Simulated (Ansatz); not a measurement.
Gas-phase electronic energies from Ansatz, PBE0-D4/def2-TZVP geometries. CCSD(T)/CBS adds triple-zeta CCSD(T) − MP2 to the extrapolated MP2 energy (def2 sets, frozen cores). This one scheme is used for every species. Functionals use def2-TZVPP. B3LYP here is the variant with VWN-RPA as its local correlation; programs differ in this. HSE06 is defined as in plane-wave codes. Elements past krypton have def2 core potentials. For Hf outer-core shells are correlated without core-valence functions, which leaves a few kJ/mol of doubt a bond. One conformer a species, not always the lowest.

`O=C=[N][Hf]([F])([F])[F]` + H₂O → `[OH][Hf]([F])([F])[F]` + `N=C=O`  (formal hydrolysis of the Hf–N bond)

`O=C=[N][Hf]([F])([F])[F]`:

Cartesian coordinates in Å:
```
O -2.794 1.394 1.025
C -1.807 0.902 0.663
N -0.784 0.391 0.288
Hf 0.936 -0.467 -0.343
F 0.574 -1.659 -1.773
F 1.734 -1.431 1.081
F 2.141 0.870 -0.940
```

H₂O:

Cartesian coordinates in Å:
```
O 0.102 0.206 -0.314
H 0.410 0.323 0.587
H -0.512 -0.530 -0.274
```

`[OH][Hf]([F])([F])[F]`:

Cartesian coordinates in Å:
```
O 1.132 0.845 0.259
Hf -0.368 -0.272 -0.082
F 0.200 -2.074 -0.331
F -1.581 -0.205 1.388
F -1.273 0.311 -1.656
H 1.891 1.395 0.422
```

`N=C=O`:

```xyz
4

N    -0.303   -0.703   -0.020
C    -0.036    0.469   -0.143
O     0.104    1.604   -0.341
H     0.234   -1.370    0.505
```

| level | ΔE (kJ/mol) | difference from CCSD(T)/CBS |
| --- | --- | --- |
| LDA (SPW92) | -10.5 | -12.0 |
| PBE-D4 | -3.6 | -5.1 |
| revPBE-D4 | -1.0 | -2.5 |
| BLYP-D4 | -4.8 | -6.3 |
| r2SCAN-D4 | -3.5 | -5.0 |
| B97M-V | 0.3 | -1.2 |
| B3LYP-D4 | -2.4 | -3.9 |
| r2SCANh-D4 | -2.2 | -3.7 |
| r2SCAN0-D4 | -0.5 | -2.0 |
| HSE06-D4 | 0.5 | -1.0 |
| BHLYP-D4 | 1.3 | -0.2 |
| ωB97X-V | -4.8 | -6.3 |
| ωB97M-V | -4.1 | -5.6 |
| B2PLYP | -2.6 | -4.1 |
| PBE-QIDH | 1.9 | 0.4 |
| PBE | -5.3 | -6.8 |
| revPBE | -3.5 | -5.0 |
| BLYP | -7.9 | -9.4 |
| r2SCAN | -4.1 | -5.6 |
| PBE0 | -1.6 | -3.1 |
| B3LYP | -5.1 | -6.6 |
| r2SCANh | -2.9 | -4.4 |
| r2SCAN0 | -1.2 | -2.7 |
| HSE06 | -1.1 | -2.6 |
| CAM-B3LYP | -8.3 | -9.8 |
| RPA@PBE/def2-TZVPP | 2.8 | 1.3 |
| HF/def2-SVP | 2.7 | 1.2 |
| MP2/def2-SVP | -7.3 | -8.8 |
| CCSD/def2-SVP | -6.6 | -8.1 |
| CCSD(T)/def2-SVP | -7.0 | -8.5 |
| HF/def2-TZVPP | 6.1 | 4.6 |
| MP2/def2-TZVPP | 3.4 | 1.9 |
| SCS-MP2/def2-TZVPP | 2.1 | 0.6 |
| CCSD/def2-TZVPP | 2.7 | 1.2 |
| CCSD(T)/def2-TZVPP | 2.8 | 1.3 |
| HF/def2-QZVPP | 6.5 | 5.0 |
| MP2/def2-QZVPP | 2.8 | 1.3 |
| SCS-MP2/def2-QZVPP | 1.6 | 0.1 |
| HF/CBS(def2) | 6.6 | 5.1 |
| CCSD/CBS(def2) | 1.4 | -0.1 |
| CCSD(T)/CBS | 1.5 | 0 |

Largest T1 diagnostic among the species: 0.018.

From BLYP to BHLYP (50 % exact exchange), in def2-TZVPP and without D4, ΔE moves by +6.4 kJ/mol. At CCSD(T), def2-SVP lies −8.5 kJ/mol from the extrapolated value and def2-TZVPP +1.3 kJ/mol.
